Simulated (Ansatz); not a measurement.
Basis-set extrapolation for C₂H₇BS, SMILES `CBCS` (PBE0-D4/def2-TZVP geometry, frozen core, the Gaussian-basis code of Ansatz). Multiplicity 1, RHF reference.

|  | def2-TZVPP | def2-QZVPP |
| --- | --- | --- |
| HF | -502.068152 | -502.084369 |
| MP2 correlation | -0.645639 | -0.689753 |
| CCSD(T) correlation | -0.725620 | not run |

Energies in hartree. Use E(X) = E(∞) + A·exp(−7.88·√X) for Hartree–Fock and E(X) = E(∞) + B·X^(−2.97) for correlation, with X = 3 and 4, and add CCSD(T) minus MP2 of the smaller set to the MP2 limit.

What is the CCSD(T) energy at the basis-set limit?

HF limit: -502.084369 + (-0.016217) × 0.13774 = -502.08660. MP2 limit: -0.689753 + (-0.044114) × 0.74074 = -0.72243. Higher-order term: -0.725620 − (-0.645639) = -0.07998. Total: -502.88901 hartree, 250.0 kJ/mol below CCSD(T)/def2-TZVPP.
